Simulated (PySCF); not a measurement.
## Electron correlation in Er⁵⁰⁺ (erbium, charge +50)

Starting occupation: [Ar]. All numbers are calculated (PySCF 2.14, X2C-1e with screened-nucleus spin-orbit coupling, Gaussian nucleus, in an even-tempered Gaussian basis (18 s from 4.6 bohr⁻², ratio 2.6; 14 p from 5.9 bohr⁻², ratio 2.6; 5 d from 6.1 bohr⁻², ratio 2.8; 3 f from 97 bohr⁻², ratio 2.8)). Frozen: [Ne]; 8 electrons correlated; the 62 highest virtual spinors left out.

MP2 pair energies summed by pair of shells (mhartree):

```csv
pair,energy,share (%)
3p3/2-3p3/2,-190.69,42.6
3p1/2-3p3/2,-163.35,36.5
3p1/2-3p1/2,-41.65,9.3
3p3/2-3s1/2,-23.85,5.3
3s1/2-3s1/2,-15.04,3.4
3p1/2-3s1/2,-13.03,2.9
```

Total MP2 correlation energy: -447.61 mhartree.

The virtual space was cut to 50 spinors, which keep -431.76 of the -447.61 mhartree of MP2 correlation.

| level | correlation energy (mhartree) |
| --- | --- |
| CCSD | -473.27 |
| (T) | -1.81 |
| CCSD(T) | -475.08 |

Diagnostics: T1 = 0.00020, largest double amplitude 0.036.

Cost of the coupled-cluster step: of the order of 19 core-seconds, for 8 occupied and 50 virtual spinors.

Iterations:

```
Init t2, MP2 energy = -0.431755342360417
CCSD nocc = 8, nmo = 58
Init t2, MP2 energy = -0.431755342360417
Init E_corr(GCCSD) = -0.431755342360417
cycle = 1  E_corr(GCCSD) = -0.467230570860981  dE = -0.0354752285  norm(t1,t2) = 0.012394
cycle = 2  E_corr(GCCSD) = -0.472175751907128  dE = -0.00494518105  norm(t1,t2) = 0.00247652
cycle = 3  E_corr(GCCSD) = -0.473305811845893  dE = -0.00113005994  norm(t1,t2) = 0.000666351
cycle = 4  E_corr(GCCSD) = -0.473265609038233  dE = 4.02028077e-05  norm(t1,t2) = 7.08425e-05
cycle = 5  E_corr(GCCSD) = -0.473266960566552  dE = -1.35152832e-06  norm(t1,t2) = 6.62434e-06
cycle = 6  E_corr(GCCSD) = -0.47326686352489  dE = 9.70416618e-08  norm(t1,t2) = 5.69806e-07
cycle = 7  E_corr(GCCSD) = -0.473266866759378  dE = -3.23448779e-09  norm(t1,t2) = 3.69581e-08
GCCSD converged
E(GCCSD) = -10711.03080492571  E_corr = -0.4732668667593778
```

The coupled-cluster values are those of the cut space; adding the MP2 remainder, -15.85 mhartree, estimates the full space.

At this charge the one-electron X2C treatment keeps the bare 1/r₁₂, with no two-electron picture change or Breit term. The effect here is smaller than on the frozen 1s shell.
